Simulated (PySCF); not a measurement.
# TDDFT excited states: C4H4Cl2N2O2

Species: C4H4Cl2N2O2.
Cartesian coordinates in Å at the PBE0-D3(BJ)/def2-SVP level; atoms count from 1:
```xyz
14
C4H4Cl2N2O2 angstrom
Cl     3.115    0.873    1.240
C      1.618    0.970    0.289
Cl     1.676    2.274   -0.907
C      1.411   -0.379   -0.380
O      0.280   -0.410   -1.223
C     -0.913   -0.446   -0.658
N     -1.123   -0.355    0.690
C     -2.413   -0.440    0.753
O     -2.990   -0.573   -0.426
N     -1.997   -0.579   -1.378
H      0.804    1.200    0.987
H      2.272   -0.597   -1.025
H      1.336   -1.144    0.408
H     -3.054   -0.415    1.633
```

Method: TDDFT B3LYP/def2-SVPD, vertical, gas phase, core orbitals frozen in the response in PySCF.

Question: Predict the UV-vis stick spectrum at this level.

Answer: 

```json
{"state": "S1", "E (eV)": "5.91", "E (hartree)": "0.2171", "f": "0.044", "main configurations (H = HOMO, L = LUMO)": "H→L (92%)"}
{"state": "S2", "E (eV)": "6.13", "E (hartree)": "0.2253", "f": "0.0071", "main configurations (H = HOMO, L = LUMO)": "H-3→L (82%), H-1→L (12%)"}
{"state": "S3", "E (eV)": "6.58", "E (hartree)": "0.2420", "f": "0.013", "main configurations (H = HOMO, L = LUMO)": "H→L+1 (73%), H-1→L+1 (13%), H-1→L (8%)"}
{"state": "S4", "E (eV)": "6.63", "E (hartree)": "0.2435", "f": "0.014", "main configurations (H = HOMO, L = LUMO)": "H-1→L (72%), H→L+1 (11%), H-3→L (10%)"}
{"state": "S5", "E (eV)": "6.67", "E (hartree)": "0.2451", "f": "0.0042", "main configurations (H = HOMO, L = LUMO)": "H-2→L (95%)"}
{"state": "S6", "E (eV)": "6.98", "E (hartree)": "0.2567", "f": "0.0021", "main configurations (H = HOMO, L = LUMO)": "H-1→L+1 (55%), H→L+2 (28%)"}
```

The lowest singlet lies at 5.91 eV (210 nm, ultraviolet) and is of moderate strength; its leading configuration is HOMO→LUMO (92%). The lowest level is also the most intense of those listed (f = 0.044). Löwdin shares by element: HOMO oxygen 36%, nitrogen 31% or more, carbon 11% or more (atoms not listed hold the other 22%); LUMO carbon 32% or more, nitrogen 31%, oxygen 20% or more (atoms not listed hold the other 17%). The oscillator strengths of these states sum to 0.084; summed over the whole spectrum of an exact calculation they would give the number of electrons, 92 (Thomas–Reiche–Kuhn). Of the 6 states listed, 3 reach f = 0.01 and none stays under 0.0005. The listed states span 1.08 eV, and the widest gap between neighbours is 0.45 eV (S2 to S3). Singlets were solved by full linear response.

One conformer stands for the species.
